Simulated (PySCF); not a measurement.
penta-1,4-dien-3-amine (C5H9N), SMILES C=CC(N)C=C.

Geometry optimised at B3LYP-D3(BJ)/def2-SVP. One conformer was computed; it need not be the lowest.

Computed with CAM-B3LYP/def2-TZVP run with PySCF.

```yaml
total_energy: -250.59553 hartree
highest_occupied_level: -8.35 eV
lowest_empty_level: 0.78 eV
orbital_gap: 9.12 eV
dipole_moment: 1.27 D
quadrupole, principal values (traceless, Buckingham form, about the centre of nuclear charge): -9.05, 2.76, 6.29 D·Å
mean_static_polarisability: 70.1 bohr³ (10.39 Å³)
polarisability_principal_values: 56.1, 70.9, 83.4 bohr³
```
